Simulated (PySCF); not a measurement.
C₃H₇NOSi, SMILES [SiH2](NCC#C)O. Atoms are numbered in the order given.

```xyz
13

C      1.9813     1.8268    -0.0311
C      1.7468     0.6386     0.0250
C      1.4020    -0.7892     0.0957
N      0.0923    -1.0662     0.6483
Si    -1.3523    -0.6411    -0.2193
O     -1.7252     0.9827    -0.2138
H      2.2098     2.8760    -0.0742
H      1.4568    -1.2076    -0.9249
H      2.1825    -1.3173     0.6699
H      0.0660    -0.9552     1.6579
H     -2.5074    -1.3080     0.4316
H     -1.1092    -1.1313    -1.6097
H     -0.9919     1.5638    -0.4450
```

The structure is a stationary point at PBE0-D3(BJ)/def2-SVP. This is a generated structure with no PubChem entry under its InChIKey; it may be hypothetical. Other conformers were not sampled.

Two levels are set side by side: PBE/pcSseg-1 (PySCF) and KT2/pcSseg-1 (PySCF). GIAO shifts against H2O (¹⁷O), NH3 (¹⁵N), TMS (²⁹Si), TMS (¹H), TMS (¹³C) at the same level; non-relativistic, no solvent, atoms listed together averaged. Differences are taken from unrounded values.

```csv
quantity,KT2
δ(¹³C) of C1 (ppm),69.1
δ(¹³C) of C2 (ppm),86.0
δ(¹³C) of C3 (ppm),40.0
δ(¹⁵N) of N4 (ppm),68.6
δ(²⁹Si) of Si5 (ppm),-19.9
δ(¹⁷O) of O6 (ppm),70.0
δ(¹H) of H7 (ppm),2.59
"δ(¹H) of H8, H9 (ppm)",4.07
δ(¹H) of H10 (ppm),1.71
δ(¹H) of H13 (ppm),2.19
```

### Question
What does PBE give, and how far is it from KT2? (An estimate is asked for; the answer gives what the named calculation found.)

### Answer

```csv
quantity,PBE,PBE minus KT2
δ(¹³C) of C1 (ppm),74.7,5.6
δ(¹³C) of C2 (ppm),92.2,6.2
δ(¹³C) of C3 (ppm),39.8,-0.2
δ(¹⁵N) of N4 (ppm),69.3,0.7
δ(²⁹Si) of Si5 (ppm),-22.4,-2.5
δ(¹⁷O) of O6 (ppm),71.9,1.9
δ(¹H) of H7 (ppm),2.32,-0.26
"δ(¹H) of H8, H9 (ppm)",4.01,-0.06
δ(¹H) of H10 (ppm),1.58,-0.13
δ(¹H) of H13 (ppm),2.19,0.00
```

Rough cost on one machine, each run with all the roots and properties that it gave: KT2 against PBE within a factor of 2.
